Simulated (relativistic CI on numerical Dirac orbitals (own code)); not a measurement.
# Rb27+: sensitivity of the levels to the model

Base calculation: Dirac-Coulomb-Breit CI, separate exchange-only KLI orbitals for each configuration, model QED (radiative potential, 1s self-energy scaled to tabulated hydrogen-like ionisation energies), unscaled Slater integrals.

CI space (outside the closed core 1s2): 2s2 2p6, 2s2 2p5 3s, 2s2 2p5 3p, 2s2 2p5 3d, 2s 2p6 3s, 2s 2p6 3p, 2s 2p6 3d, 2s2 2p5 4s, 2s2 2p5 4p, 2s2 2p5 4d, 2s2 2p5 4f, 2s 2p6 4s, 2s 2p6 4p, 2s2 2p4 3s2, 2s 2p6 4d, 2s2 2p5 5s, 2s 2p6 4f, 2s2 2p5 5p, 2s2 2p5 5d, 2s2 2p4 3s 3p, 2s2 2p5 5f, 2s2 2p5 5g, 2s2 2p4 3p2, 2s2 2p4 3s 3d, 2s2 2p4 3p 3d, 2s 2p5 3s2, 2s 2p5 3s 3p, 2s2 2p4 3d2, 2s 2p6 5s, 2s 2p6 5p, 2s 2p5 3p2, 2s 2p6 5d, 2s 2p5 3s 3d, 2s 2p6 5f, 2s 2p6 5g, 2s 2p5 3p 3d. Levels of other configurations are missing.

The lowest level and the first level of each name with at least 55 % of one term (blank where a level has no safe partner in the second run):

```
           Level  Base (eV)  Shift (eV)
    2s2 2p6 1S_0       0.00        0.00
2s2 2p5 3s 3P°_2    1760.70       +0.16
2s2 2p5 3s 1P°_1    1764.04       -0.16
2s2 2p5 3s 3P°_0    1822.95       +0.19
2s2 2p5 3s 3P°_1    1824.62        0.00
 2s2 2p5 3p 3D_3    1830.62       +0.26
 2s2 2p5 3p 1P_1    1831.02       +0.16
 2s2 2p5 3p 3P_2    1835.59       -0.24
 2s2 2p5 3p 3P_0    1852.56       -1.37
 2s2 2p5 3p 3D_1    1878.13       +0.19
 2s2 2p5 3p 3P_1    1893.79       +0.17
2s2 2p5 3d 3P°_0    1897.17       +0.74
2s2 2p5 3d 3P°_1    1899.70       +0.53
 2s2 2p5 3p 1S_0    1901.26       -2.76
```

At this charge energies of transitions that change n are usually good to better than 1 %, and those within a shell (Δn = 0) to a few per cent.

**Question.** One thing was changed in a second run, which moved the levels as shown. Which?
A. one mean potential for all configurations
B. configuration mixing switched off
C. valence Slater integrals scaled by 0.9
D. QED terms removed
E. Breit term removed

**Answer.** C. Valence Slater integrals scaled by 0.9. Scaling acts on the splittings between terms and on the mixing, and leaves the fine structure of pure LS terms nearly alone; in jj coupling it moves the levels of one term differently.

LS names give the leading component of a level, which can be under half, so a name can repeat, a term be missing and a line seem to break the LS rules.
